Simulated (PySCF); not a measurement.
## Structure from 2D NMR

Compound of formula C$_{5}$H$_{6}$F$_{4}$O. Correlations simulated from computed shifts and the bond graph:

HSQC (one-bond C–H):
| δH | δC |
| --- | --- |
| 6.24 | 131.6 |
| 6.11 | 140.1 |
| 6.04 | 131.6 |
| 3.91 | 55.2 |

COSY cross peaks (H two or three bonds apart, from the bond graph; peaks can be absent where the dihedral angle is near 90°):
| δH | δH |
| --- | --- |
| 6.24 | 6.11 |
| 6.24 | 6.04 |
| 6.11 | 6.04 |

HMBC (two and three bonds, from the bond graph; two-bond peaks within aromatic rings are usually weak or absent):
| δH | δC |
| --- | --- |
| 6.24 | 140.1, 113.7 |
| 6.11 | 131.6, 130.5, 113.7 |
| 6.04 | 140.1, 113.7 |
| 3.91 | 113.7 |

Carbons without hydrogens: δ 130.5, 113.7.

PySCF 2.14.0 with density-fitted response routines calculation with NMR shieldings at PBE0/pcSseg-1/GIAO and coordinates at the GFN2-xTB level; gas phase, single conformer, one averaged value for each set of equivalent atoms, relativity neglected.

References, each an isolated molecule treated in the same way: TMS for 1H (σref 31.72), 13C (σref 186.93).

Exchangeable hydrogens are left out of these lists.

Q: Work out the connectivity.

A: SMILES FC([C@@](C=C)(F)OC)(F)F.

Structure with atom numbers: `[CH2:1]=[CH:2][C@:3]([F:4])([O:5][CH3:6])[C:7]([F:8])([F:9])[F:10]`. Each H is labelled by its parent atom. Ha(C1) is cis to C3; Hb(C1) is trans to C3.

δC 140.1 is C2, an alkene CH (δH 6.11). δC 131.6 is C1, a terminal =CH2 carbon (δH 6.24, 6.04). δC 130.5 is C7, a CF3 carbon. δC 113.7 is C3, an allylic fully substituted sp3 carbon bonded to F and O. δC 55.2 is C6, a methyl carbon bonded to O (δH 3.91). HMBC from δH 6.24 reaches the proton-free carbon C3. HMBC from δH 6.11 reaches the proton-free carbons C7, C3. HMBC from δH 6.04 reaches the proton-free carbon C3. HMBC from δH 3.91 reaches the proton-free carbon C3. COSY links 6.24–6.11, 6.24–6.04, 6.11–6.04.

The shifts were computed for this structure. Such data don't tell enantiomers apart.

Shifts are as computed. Against solution values, carbons near 30 ppm lie about +3 ppm off and those near 130 ppm about +5 ppm (rms about the fit 2.1 ppm; single classes can miss by 10 ppm). Of 1328 compounds with measured shifts, 309 miss one by over three times the rms of a fit or turn the order of signals round; such compounds aren't used in these exercises. Signals without a measured value on file couldn't be tested in this way; 1H shifts scatter by 0.2 ppm about their fit, and single ones miss by 0.5 ppm.
